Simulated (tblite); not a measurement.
Species: C9H15F.
Geometry (GFN2-xTB, Å), atoms numbered from 1 in this order:
```xyz
25
C9H15F angstrom
C      3.0202   -0.1804    1.0265
C      1.9935   -0.6105   -0.0146
C      0.8539    0.3934   -0.1297
C     -0.1663    0.3529    1.0274
C     -1.2548   -0.1583    0.0655
C     -1.9604   -1.4438    0.4259
C     -2.1108    0.9658   -0.5468
F     -2.3191    2.0646    0.2531
C     -1.0763    1.1614   -1.6637
C     -0.2570   -0.0167   -1.1116
H      2.5479   -0.0473    1.9969
H      3.4794    0.7627    0.7386
H      3.8043   -0.9275    1.1239
H      2.4817   -0.7049   -0.9881
H      1.5871   -1.5892    0.2504
H      1.2674    1.3851   -0.3266
H      0.0818   -0.3597    1.8111
H     -0.3889    1.3156    1.4814
H     -1.2349   -2.2148    0.6764
H     -2.6111   -1.2864    1.2845
H     -2.5645   -1.7969   -0.4081
H     -3.1009    0.6448   -0.8840
H     -1.4746    1.0184   -2.6654
H     -0.5697    2.1230   -1.6122
H     -0.0387   -0.8270   -1.8018
```

Method: GFN2-xTB as coded in tblite; computed harmonic values from a numerical Hessian at the method's own geometry, unscaled. Against measured fundamentals such values can be off by several per cent, at times by over 20. One conformer, not necessarily the lowest.

Harmonic wavenumbers (cm⁻¹): 45.4, 96.1, 153.5, 167.5, 177.0, 222.5, 250.2, 297.3, 350.9, 357.1, 402.2, 455.9, 514.5, 641.8, 665.6, 809.1, 815.7, 850.2, 907.0, 918.9, 958.3, 967.2, 984.0, 1005.4, 1027.8, 1043.3, 1070.4, 1087.3, 1093.4, 1104.5, 1132.6, 1141.1, 1165.8, 1182.2, 1193.4, 1218.9, 1233.4, 1244.1, 1247.3, 1258.2, 1274.6, 1296.4, 1312.8, 1336.9, 1358.1, 1404.3, 1415.5, 1456.3, 1469.5, 1488.5, 1493.0, 1498.9, 1502.9, 1506.6, 2935.1, 2950.6, 2962.7, 2978.3, 3002.9, 3010.9, 3017.6, 3019.4, 3021.3, 3024.0, 3025.6, 3033.1, 3033.9, 3036.5, 3041.9.

A = 2256, B = 863.3, C = 809.9 MHz; mass 142.116 u (most abundant isotopes); point group C1, symmetry number 1.

Zero-point energy?

Half the sum of the wavenumbers: 48183 cm⁻¹ = 576.39 kJ/mol.

What is S at 298.15 K and 1 bar for an ideal gas of classical rigid rotors and harmonic oscillators?

Translation 170.67, rotation 124.27, vibration 120.53: S = 415.5 J/(mol K).

And Cp and H(298.15 K) − H(0)?

Cp = 173.82 J/(mol K), of which vibrations give 140.57 (their classical limit is 69 R = 573.7); H(298.15 K) − H(0) = 29.74 kJ/mol without the zero-point energy, 19.82 from vibrations.

How do the functions run with temperature in this model?

```
T (K)  S (J/(mol K))  Cp (J/(mol K))  H − H(0) (kJ/mol)  G − H(0) (kJ/mol)  ln q(vib)
  100          289.4            77.8               5.23             -23.71       1.42
  200          357.3           122.6              15.28             -56.19       3.91
  300          416.5           174.9              30.06             -94.90       6.55
  500          532.3           284.1              76.31            -189.83      12.12
  800          691.9           393.9             179.49            -374.04      20.81
 1000          785.2           441.3             263.27            -521.92      26.46
```

q(vib) and H(0) count from the zero-point level.

Blend soft modes into free rotors: weight 1/[1 + (100 cm⁻¹/ν̃)⁴] for the oscillator and the rest for a rotor with moment μB/(μ + B), μ = h/(8π²ν), B = 10⁻⁴⁴ kg m². What vibrational entropy results?

113.49 J/(mol K) in place of 120.53, which changes −T·S at 298.15 K by +2.10 kJ/mol.

Which modes carry the vibrational entropy at 298.15 K?

45.4 cm⁻¹: 20.95; 96.1 cm⁻¹: 14.78; 153.5 cm⁻¹: 11.00; 167.5 cm⁻¹: 10.31; 177.0 cm⁻¹: 9.87; 222.5 cm⁻¹: 8.11 J/(mol K); the other 63 give 45.51 together.

What must be added to the electronic energy to get the Gibbs energy at 298.15 K and 1 bar?

ZPE + [H(298.15 K) − H(0)] − T·S = 576.39 + 29.74 − 123.87 = 482.26 kJ/mol.

Hindered rotation and anharmonicity are outside this model. Other conformers, if any are populated, would add a mixing term that is left out. The structure is chiral; the term R ln 2 for an equal mix with its mirror image is left out.

Run on x86-64 server, one thread, no GPU, shared host. This covers the Hessian and the dipole derivatives.
